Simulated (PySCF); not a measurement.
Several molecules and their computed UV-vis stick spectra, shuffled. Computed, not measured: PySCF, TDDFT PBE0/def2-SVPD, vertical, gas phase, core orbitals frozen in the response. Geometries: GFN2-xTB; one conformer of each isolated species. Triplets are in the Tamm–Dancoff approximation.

A. `C1[C@H]2[C@@]1(C2)C(F)(F)F`
B. `C=CCn1cc(Cl)cn1`
C. `CO/C(F)=C\OC(C)=O`
D. `FCCC(N)=O`
E. `CC1(C(F)(F)F)C=C1`

Lowest singlet levels (six at most, fewer where fewer were computed) with oscillator strengths:

1. 220 nm (f 0.072); 211 nm (f 0.003); 195 nm (f 0.008); 187 nm (f 0.023); 175 nm (f 0.184); 172 nm (f 0.059); T1 4.23 eV
2. 195 nm (f 0.002); 187 nm (f 0.063); 163 nm (f 0.000); 158 nm (f 0.046); 149 nm (f 0.001); 149 nm (f 0.009); T1 4.20 eV
3. 214 nm (f 0.000); 177 nm (f 0.021); 171 nm (f 0.010); 164 nm (f 0.114); 158 nm (f 0.039); 150 nm (f 0.002); T1 5.28 eV
4. 163 nm (f 0.013); 156 nm (f 0.089); 154 nm (f 0.002); 149 nm (f 0.099); 146 nm (f 0.026); 138 nm (f 0.000); T1 6.60 eV
5. 215 nm (f 0.019); 202 nm (f 0.083); 196 nm (f 0.126); 192 nm (f 0.001); 185 nm (f 0.007); 184 nm (f 0.010); T1 4.47 eV

**Question.** Which spectrum belongs to which structure?

**Answer.** 1 = C, 2 = E, 3 = D, 4 = A, 5 = B.
- A: S1 at 7.61 eV, HOMO→LUMO (98%); Löwdin shares by element: HOMO carbon 78% or more (atoms not listed hold the other 22%); LUMO carbon 42% or more, hydrogen 8% or more (atoms not listed hold the other 50%); HOMO -7.97 and LUMO 0.81 eV; point group Cs, 1 of its 6 listed states under f = 0.0005.
- B: S1 at 5.76 eV, HOMO→LUMO (97%); Löwdin shares by element: HOMO carbon 38% or more, chlorine 26%, nitrogen 13% or more (atoms not listed hold the other 22%); LUMO carbon 63% or more, hydrogen 11% or more (atoms not listed hold the other 25%); HOMO -6.99 and LUMO -0.34 eV.
- C: S1 at 5.63 eV, HOMO→LUMO (94%); Löwdin shares by element: HOMO carbon 54% or more, oxygen 28% or more (atoms not listed hold the other 19%); LUMO carbon 40% or more, oxygen 34% or more (atoms not listed hold the other 26%); HOMO -6.81 and LUMO -0.08 eV.
- D: S1 at 5.80 eV, HOMO→LUMO (98%); S1 has the pattern of n→π* at C=O; HOMO -7.78 and LUMO 0.30 eV; point group Cs, 1 of its 6 listed states under f = 0.0005.
- E: S1 at 6.35 eV, HOMO-1→LUMO (99%); Löwdin shares by element: HOMO carbon 81% or more (atoms not listed hold the other 19%); LUMO carbon 73% or more, hydrogen 14% or more; HOMO -8.14 and LUMO -0.67 eV; point group Cs, 1 of its 6 listed states under f = 0.0005.
B and C have S1 within 0.14 eV of each other; their strongest listed levels stand at 6.32 eV (f 0.126) and 7.09 eV (f 0.184).
B and D have S1 within 0.05 eV of each other; their strongest listed levels stand at 6.32 eV (f 0.126) and 7.56 eV (f 0.114).
